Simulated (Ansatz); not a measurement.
Input for Ansatz (a program for electronic structure): R-CAM-B3LYP/def2-TZVPPD on H2Se (SMILES [SeH2]) with ghost functions. Files ending in .json are basis or fitting sets from the Basis Set Exchange.

Ansatz 0.2 input:
```yaml
crystal:
  periodic: [false, false, false]
  atoms:
    - {symbol: Se, position_ang: [0.85551463, 0.68955802, 3.20346066]}
    - {symbol: H, position_ang: [0.41521730, -0.71003064, 3.18420468]}
    - {symbol: H, position_ang: [0.20916268, 0.92500782, 4.50532222]}
basis:
  gaussian:
    orbitals: def2-TZVPPD.json
    ghost_atoms:
      - {symbol: C, position_ang: [0.35369503, 0.06697859, -0.32921508]}
      - {symbol: O, position_ang: [1.08376514, -0.66806895, 0.27787216]}
      - {symbol: H, position_ang: [0.20414094, -0.03381530, -1.42102299]}
      - {symbol: H, position_ang: [-0.20388032, 0.87851390, 0.17369570]}
hamiltonian:
  xc: {name: CAM-B3LYP}
scf: {lower_state_search: off}
```

Program output:

```
WARN ansatz: RAYON_NUM_THREADS=1 ignored (pool sized by the plan → 1); use --threads N
Functional definition: CAM-B3LYP
these checks for a lower state are left out or cut short: stability, starts, cluster_reference, orbital_swaps, neighbouring_geometries, increment
integrals: 0.13 GiB planned
1004 factors; their error is unknown
integrals: 0.16 GiB planned
301 factors; integrals over basis functions are off by at most 3.4e-5 eV
mean field: 1.05 GiB planned
mean field evaluation 1: about -65385.1082 eV, gradient 8.9e0 eV
mean field evaluation 2: about -65385.2662 eV, gradient 3.8e0 eV
mean field evaluation 4: about -65385.3067 eV, gradient 3.6e-1 eV
mean field evaluation 8: about -65385.5243 eV, gradient 1.1e-3 eV
mean field -65385.52433101 eV, -2402.8736992645 hartree, gradient 6.2e-6 eV, S^2 0.000000; 0 other end points of the search recorded, 0 dependent functions left out
reference -65385.52444442 eV, -2402.8737034320 hartree; 18, 18 occupied and 184, 184 virtual orbitals, 1004 factors
Total energy: -65385.52444442 eV, -2402.8737034320 hartree
Checks for a lower state left out: stability, starts, cluster_reference, orbital_swaps, neighbouring_geometries, increment
```

Self-consistency was reached.

Cost: roughly 3 core-seconds.
